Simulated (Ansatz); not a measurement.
Cost and result for the atomization energy of C3H8GaN, SMILES `C/N=[C](\C)[GaH2]` (13 atoms, 12 bonds).

```xyz
13

C     1.902    0.113    0.558
N     0.736   -0.722    0.408
C    -0.359   -0.251   -0.047
C    -0.581    1.182   -0.474
Ga   -1.796   -1.618   -0.149
H     2.717   -0.326   -0.026
H     1.783    1.161    0.264
H     2.221    0.074    1.604
H     0.101    1.469   -1.281
H    -1.601    1.329   -0.830
H    -0.412    1.876    0.356
H    -1.491   -3.081    0.315
H    -3.220   -1.207   -0.697
```

Total charge 0; spin multiplicity 1. Correlated methods include outer-core shells of Ga, which these sets cover unevenly. Scalar relativity is left out up to krypton. Geometry: relaxed with PBE0-D4/def2-TZVP. Program: Ansatz. All runs use 2 threads of an AMD EPYC 7R13 on a shared host and a share of an NVIDIA H100 80 GB. Times are those of one run each, without the atoms' runs, and a repeat can differ threefold. Electronic energies, without spin–orbit coupling; frozen cores. CCSD(T)/CBS adds CCSD(T) − MP2 in def2-TZVPP to the MP2 limit, and its time is that of the two runs behind it. T1 = 0.012; the RHF reference is unstable towards UHF. With those shells the extrapolation isn't a true limit. B3LYP takes the VWN-RPA correlation (the form of Gaussian; ORCA's B3LYP/G).

CCSD(T)/CBS is a level of theory with its own doubt, some kJ/mol a heavy atom from the limit and from the frozen cores, so smaller differences don't rank the functionals.

```json
{"level": "PBE0-D4/def2-TZVPP", "functions": "284", "wall time": "3.1 s"}
{"level": "B2PLYP/def2-TZVPP", "functions": "284", "wall time": "4.3 s"}
{"level": "ωB97M-V/def2-TZVPP (with forces)", "functions": "284", "wall time": "4.5 s"}
{"level": "r2SCAN-D4/def2-TZVPP (with forces)", "functions": "284", "wall time": "4.7 s"}
{"level": "B3LYP-D4/def2-TZVPP (with forces)", "functions": "284", "wall time": "5 s"}
{"level": "ωB97X-V/def2-TZVPP", "functions": "284", "wall time": "5.5 s"}
{"level": "MP2/def2-QZVPP", "functions": "557", "wall time": "7 s"}
{"level": "PBE-D4/def2-TZVPP (with forces)", "functions": "284", "wall time": "7.5 s"}
{"level": "CCSD(T)/def2-TZVPP", "functions": "284", "wall time": "7.5 s"}
{"level": "CCSD(T)/CBS(def2)", "functions": "–", "wall time": "15 s"}
```

Task: What atomization energy does each give, and how far from CCSD(T)/CBS? (An estimate is asked.)

Result: The calculation gave: 
```
                             level  atomization (kcal/mol)  difference from CCSD(T)/CBS  per bond
                PBE0-D4/def2-TZVPP                  1113.4                          5.2       0.4
                 B2PLYP/def2-TZVPP                  1097.4                        -10.8      -0.9
  ωB97M-V/def2-TZVPP (with forces)                  1110.2                          2.0       0.2
r2SCAN-D4/def2-TZVPP (with forces)                  1110.1                          1.9       0.2
 B3LYP-D4/def2-TZVPP (with forces)                  1110.0                          1.8       0.1
                ωB97X-V/def2-TZVPP                  1112.4                          4.2       0.3
                    MP2/def2-QZVPP                  1109.1                          0.9       0.1
   PBE-D4/def2-TZVPP (with forces)                  1132.7                         24.5       2.0
                CCSD(T)/def2-TZVPP                  1083.3                        -24.9      -2.1
                 CCSD(T)/CBS(def2)                  1108.2                          0.0       0.0
```

In def2-TZVPP, CCSD(T) changes the Hartree–Fock value by +286.7 kcal/mol (the triples alone add +16.9 kcal/mol) and MP2 by +297.8 kcal/mol; breaking electron pairs costs correlation energy, which Hartree–Fock lacks. The D4 term adds +10.3 kcal/mol with B3LYP and +5.4 kcal/mol with PBE0; it sums over pairs of atoms, weighted by their polarisabilities, and B3LYP, whose exchange is more repulsive, gets the larger term. From PBE to PBE0 (25 % exact exchange), in def2-TZVPP and without D4, the atomization energy moves by −18.3 kcal/mol: exact exchange takes away binding that semilocal exchange gives to molecules.
